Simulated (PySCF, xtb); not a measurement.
C3H3N2, SMILES [c]1ncc[nH]1, multiplicity 2.

Harmonic wavenumbers (cm⁻¹) from GFN2-xTB (xtb) at its own minimum, in rising order: 443, 585, 612, 753, 779, 809, 883, 1051, 1058, 1117, 1184, 1290, 1339, 1470, 1555, 3163, 3177, 3472.

Question: What does PBE0-D3(BJ)/def2-SVP (PySCF) give at its own minimum? (The exact figures need the calculation; the answer reports its results.)

Answer: 525, 631, 641, 750, 832, 874, 941, 1082, 1096, 1183, 1219, 1373, 1438, 1555, 1647, 3272, 3299, 3702. Paired by order, the mean absolute difference is 74 cm⁻¹ and the zero-point energies are 35.4 and 37.3 kcal/mol.
